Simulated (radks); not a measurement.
Values are calculated unless marked as measured or tabulated.
Q: Ti III, configuration [Ar] 3d2. Code: a radial shooting solver on a logarithmic mesh with Libxc functionals. Model: scalar-relativistic Kohn-Sham, revPBE, spin-polarised, spherical densities, point nucleus; open shells are filled with parallel spins first. Some entries of the table are withheld. Estimate them.

orbital  occ.  eigenvalue (hartree)  <r> (bohr)  r(max) (bohr)
1s down     1             -179.5371     0.06958        0.04554
1s up       1             -179.5365     0.06958        0.04554
2s up       1             -20.32170      0.3249         0.2688
2s down     1             -20.30047      0.3246         0.2687
2p up       3             -16.90848      0.2900         0.2196
2p down     3             -16.89224      0.2896         0.2195
3s up       1              -2.91506       1.007         0.8703
3s down     1              -2.84455       1.007         0.8701
3p up       3                   (1)       1.083         0.9033
3p down     3                   (2)       1.084         0.9030
3d up       2              -0.74667       1.420            (3)
3d down     0              -0.68022       1.449            (4)
4s up       0              -0.63051       2.935          2.589
4p up       0              -0.46638       3.464          3.069

A: 
(1) 3p up eigenvalue (hartree): -2.03953
(2) 3p down eigenvalue (hartree): -1.96899
(3) 3d up r(max) (bohr): 0.9745
(4) 3d down r(max) (bohr): 0.9767
